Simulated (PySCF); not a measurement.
Radial density of W+ (tungsten, charge +1)

LC-wPBE, [Xe] 4f14 5d4 6s1, high-spin 6D determinant. Calculation: PySCF 2.14, in aug-cc-pwCVDZ-PP with ECP60MDF (6s6p5d3f, 70 functions); scalar relativity through the core potential. This is the valence pseudo-density: the core potential removes the inner electrons and smooths the orbitals near the nucleus.

```tsv
r (bohr)	4πr²ρ (e/bohr)	4πr²(ρα − ρβ)
0.136	2.844e-05	0.0000
0.229	0.0001662	0.0000
0.386	0.03217	0.0021
0.649	2.815	0.1780
1.09	10.85	1.7201
1.84	4.366	2.4256
3.09	0.9559	0.9218
5.20	0.05652	0.0565
8.74	0.0002666	0.0003
```

Energies and moments cover only the electrons outside the core potential. Spin-orbit coupling, absent here, splits the open shell strongly.
